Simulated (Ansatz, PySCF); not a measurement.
C2H4NO, SMILES `C[N+]C=O` (triplet; the order of the spin states depends on the level; C–N–C–O torsion 0°) (charge 1, multiplicity 3). This triplet lies 0.24 eV below the relaxed singlet at the level B3LYP-D3(BJ)/def2-TZVP (PySCF); other levels give the other order.

Z-matrix (Å, degrees):
```
N
C 1 1.3876
H 2 1.0977 1 108.48
H 2 1.1045 3 109.69 1 -120.49
H 2 1.1045 3 109.69 4 -119.02
C 1 1.4358 2 135.15 3 -179.98
O 6 1.1931 1 112.95 2 0.01
H 6 1.0905 7 130.10 1 -180.00
```
Charge +1, spin multiplicity 3.

Frozen-core energies in cc-pVDZ from Ansatz (an electronic-structure program) at a geometry from B3LYP-D3(BJ)/def2-TZVP; the HF reference has <S^2> = 2.23 and the T1 diagnostic is 0.046.

| level | energy (Ha) |
|---|---|
| HF | -207.03056 |
| MP2 | -207.55709 |
| CCSD | -207.61815 |
| CCSD(T) | -207.63846 |

Estimate the energies of CCSDT and CCSDT(Q), and give each level's difference from CCSDT(Q).


```
level     energy (Ha)  difference from CCSDT(Q) (mHa)
--------  -----------  ------------------------------
MP2        -207.55709                           86.10
CCSD       -207.61815                           25.05
CCSD(T)    -207.63846                            4.73
CCSDT      -207.64101                            2.19
CCSDT(Q)   -207.64319                            0.00
```
